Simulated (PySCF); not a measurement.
Below is a simulated gas-phase Si 2p photoelectron spectrum of `[SiH2](C#N)C#N`.

Every computed line was given a Gaussian of 0.4 eV full width at half maximum and an area set by the number of equivalent atoms (split 2:1 within a doublet); the highest printed point is 100. Theory: delta-SCF UKS SCAN, pcX-2 on the ionised atom, pcseg-1 elsewhere, spin-free X2C (PySCF).

(binding energy (eV), intensity): (108.8, 0), (108.9, 2), (109.0, 7), (109.1, 23), (109.2, 53), (109.3, 86), (109.4, 100), (109.5, 82), (109.6, 50), (109.7, 28), (109.8, 28), (109.9, 41), (110.0, 50), (110.1, 44), (110.2, 28), (110.3, 13), (110.4, 4), (110.5, 1), (110.6, 0)

Problem. How many maxima does the curve show, and how many computed lines lie under it?

Solution. The curve has 2 maxima (at 109.4 and 110.0 eV). Under it lie 2 lines from 1 inequivalent silicon site, drawn as a 2p3/2, 2p1/2 pair.

Problem. Decompose the envelope and assign each component. Numbering: `[N:1]#[C:2][SiH2:3][C:4]#[N:5]`.

Solution. 
```tsv
position (eV)	relative area	line	atoms	environment
109.39	0.67	Si 2p3/2	Si3	SiH2 silicon
110.02	0.33	Si 2p1/2	Si3	SiH2 silicon
```

Shake-up satellites, vibrational structure and lifetime widths aren't simulated. For 2p shells one spin-free hole was relaxed; a mean-field spin–orbit operator and the ground-state splitting of the three 2p orbitals were then diagonalised within the shell. The shell's mean is (2 × 2p3/2 + 2p1/2)/3, and the degeneracies 2j + 1 give areas of 2:1. 2p1/2 minus 2p3/2 (ligand field included): Si 0.63 eV. Geometry: GFN2-xTB; no solvent, vibrations or thermal averaging.
